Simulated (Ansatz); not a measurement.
Molecule: SnI4 (charge 0, singlet). 
Geometry from a B3LYP-D3(BJ)/def2-TZVP (Ansatz, a quantum-chemistry and plane-wave program) optimisation:
SMILES: [I][Sn]([I])([I])[I]
```xyz
5

I     -1.5854    -0.6112    -2.0877
Sn     0.0000     0.0000     0.0000
I      0.5479     2.6352    -0.0307
I      2.2948    -1.3957    -0.1772
I     -1.2573    -0.6283     2.2956
```
Charge 0, spin multiplicity 1.

Basis-set convergence of Hartree-Fock and CCSD(T) correlation energies (hartree) with Ansatz. Valence correlation only, unless marked. No spin-orbit coupling. Frozen are the shells of the preceding noble gas and the d and f shells that filled before the atom's block. In def2 rows, elements after Kr have scalar-relativistic effective core potentials.

| basis | functions | E(HF) | E(corr, CCSD(T)) |
|---|---|---|---|
| def2-SVPD | 172 | -1400.15573 | -0.53919 |
| def2-TZVPPD | 292 | ? | ? |

Q: Some entries are withheld; supply them.

A: 
- def2-TZVPPD, E(HF): -1400.20013
- def2-TZVPPD, E(corr, CCSD(T)): -0.72238
